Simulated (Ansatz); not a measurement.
`[F][Ge]([F])([I])[I]` → `[F][Ge][F]` + I₂  (germylene formation by 1,1-elimination)

Program: Ansatz. Geometries: PBE0-D4/def2-TZVP. ΔE: electronic, gas phase. CCSD(T)/CBS is the MP2 limit (def2-TZVPP, def2-QZVPP) plus CCSD(T) − MP2 in def2-TZVPP, frozen cores. Functionals use def2-TZVPP. B3LYP here is the variant with VWN-RPA as its local correlation; programs differ in this. HSE06 is defined as in plane-wave codes. Elements past krypton have def2 core potentials. For Ge, I outer-core shells are correlated without core-valence functions, which leaves a few kJ/mol of doubt a bond. Scalar relativity is left out up to krypton.

```csv
level,ΔE (kcal/mol),difference from CCSD(T)/CBS
PBE-D4,40.7,-1.8
r2SCAN-D4,47.6,5.1
B97M-V,44.7,2.2
PBE0-D4,46.2,3.7
B3LYP-D4,38.6,-3.9
r2SCANh-D4,48.7,6.2
r2SCAN0-D4,50.2,7.7
HSE06-D4,46.4,3.9
BHLYP-D4,45.2,2.7
CAM-B3LYP-D4,40.8,-1.7
ωB97X-V,45.0,2.5
ωB97M-V,41.4,-1.1
B2PLYP,41.3,-1.2
PBE-QIDH,51.7,9.2
PBE,38.0,-4.5
revPBE,34.2,-8.3
BLYP,27.9,-14.6
r2SCAN,47.0,4.5
PBE0,43.8,1.3
B3LYP,34.2,-8.3
r2SCANh,48.0,5.5
r2SCAN0,49.4,6.9
HSE06,44.0,1.5
BHLYP,40.8,-1.7
CAM-B3LYP,38.2,-4.3
LC-ωPBE,45.7,3.2
RPA@PBE/def2-TZVPP,43.1,0.6
HF/def2-SVP,44.5,2.0
CCSD/def2-SVP,46.0,3.5
CCSD(T)/def2-SVP,46.6,4.1
HF/def2-TZVPP,43.8,1.3
MP2/def2-TZVPP,53.3,10.8
SCS-MP2/def2-TZVPP,48.6,6.1
CCSD/def2-TZVPP,47.5,5.0
CCSD(T)/def2-TZVPP,48.1,5.6
HF/def2-QZVPP,42.6,0.1
MP2/def2-QZVPP,49.6,7.1
SCS-MP2/def2-QZVPP,45.5,3.0
HF/CBS(def2),42.4,-0.1
CCSD/CBS(def2),41.9,-0.6
CCSD(T)/CBS,42.5,0
```

Largest T1 diagnostic among the species: 0.015.

From BLYP to BHLYP (50 % exact exchange), in def2-TZVPP and without D4, ΔE moves by +12.9 kcal/mol. In def2-TZVPP, CCSD(T) changes the Hartree–Fock value by +4.3 kcal/mol (the triples alone add +0.6 kcal/mol) and MP2 by +9.5 kcal/mol. At CCSD(T), def2-SVP lies +4.1 kcal/mol from the extrapolated value and def2-TZVPP +5.6 kcal/mol.
